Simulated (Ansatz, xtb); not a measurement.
**A geometry optimisation of BClGaGeH2 with r2SCAN-D4/def2-SVP**

The starting geometry of this gas-phase doublet was built from a drawn formula by distance geometry; its bonds are those of `[B]=[GeH][GaH][Cl]`.

```xyz
6

B    -2.3988   -0.6158    1.2080
Cl    2.4134    0.9746   -0.8980
Ga    0.4728   -0.0595   -1.0011
Ge   -1.9464    0.3325   -0.0669
H    -3.1123    0.6617   -0.9497
H     0.4017   -1.5881   -1.4642
```

Predict what it relaxes into with r2SCAN-D4/def2-SVP.

It rearranges, giving a structure with Cl2 bridging Ga3 and Ge4, given below by its coordinates. Distances that change by over a tenth: B1–Ge4 (1.65 → 2.04 Å), Ga3–Ge4 (2.62 → 3.08 Å). Contacts that open: Ge4–H5 (1.50 → 2.97 Å). Contacts that close: B1–Ga3 (3.67 → 2.02 Å), B1–H5 (2.61 → 1.21 Å), Cl2–Ge4 (4.48 → 2.51 Å).

The energy falls by 4.01 eV over 25 steps:

```json
{"step": "1", "E − E(last) (eV)": "4.006"}
{"step": "4", "E − E(last) (eV)": "2.317"}
{"step": "6", "E − E(last) (eV)": "2.078"}
{"step": "9", "E − E(last) (eV)": "1.161"}
{"step": "12", "E − E(last) (eV)": "0.678"}
{"step": "14", "E − E(last) (eV)": "0.490"}
{"step": "17", "E − E(last) (eV)": "0.122"}
{"step": "20", "E − E(last) (eV)": "0.056"}
{"step": "22", "E − E(last) (eV)": "0.007"}
{"step": "25", "E − E(last) (eV)": "0.000"}
```

Final geometry (Å):

```xyz
6

B    -1.8284   -0.0628   -0.1395
Cl    1.1611    0.9491   -0.1959
Ga   -0.1720   -0.8796   -0.9668
Ge   -1.1651    1.8638    0.0277
H    -2.9189   -0.5313    0.0764
H     0.7536   -1.6338   -1.9739
```

From the same start GFN2-xTB ends elsewhere, differing in Cl2–Ge4 (3.82 against 2.51 Å here), Ga3–Ge4 (2.63 against 3.08 Å here).

No frequencies were run, so the end isn't proven a minimum. Open shells are spin-unrestricted. Run with Ansatz 0.2.0, 3.6 min on 2 threads of Intel(R) Xeon(R) Platinum 8488C (Sapphire Rapids), with other jobs on the host.
